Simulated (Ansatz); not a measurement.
Two isomers of C2H7FGaN: A = `[CH3][GaH][NH]CF`, B = `C[NH][GaH][CH2]F`.

Isolated molecules relaxed with PBE0-D4/def2-TZVP in Ansatz; ΔE leaves out vibrations. CCSD(T)/CBS adds triple-zeta CCSD(T) − MP2 to the extrapolated MP2 energy (def2 sets, frozen cores). Functionals use def2-TZVPP. B3LYP here is the variant with VWN-RPA as its local correlation; programs differ in this. For Ga outer-core shells are correlated without core-valence functions, which leaves a few kJ/mol of doubt a bond. Scalar relativity is left out up to krypton. Each species was taken in one conformer, which may not be the lowest.

(1) Which isomer does CCSD(T)/CBS put lower? Give the gap. (Estimate.)

(2) Give E(B) − E(A) in kJ/mol with CCSD(T)/def2-TZVPP, HF/def2-TZVPP, B3LYP, ωB97M-V, r2SCAN-D4, B3LYP-D4, CCSD/def2-TZVPP. (Estimate.)

Largest T1 diagnostic: 0.014.

Answers

(1) Computed: A, by 73.3 kJ/mol.

(2) Ansatz gave: CCSD(T)/def2-TZVPP 74.5, HF/def2-TZVPP 76.3, B3LYP 69.9, ωB97M-V 74.7, r2SCAN-D4 75.4, B3LYP-D4 70.2, CCSD/def2-TZVPP 74.3. None reverses the order clearly.

From PBE to PBE0 (25 % exact exchange), in def2-TZVPP and without D4, E(B) − E(A) moves by +3.4 kJ/mol.
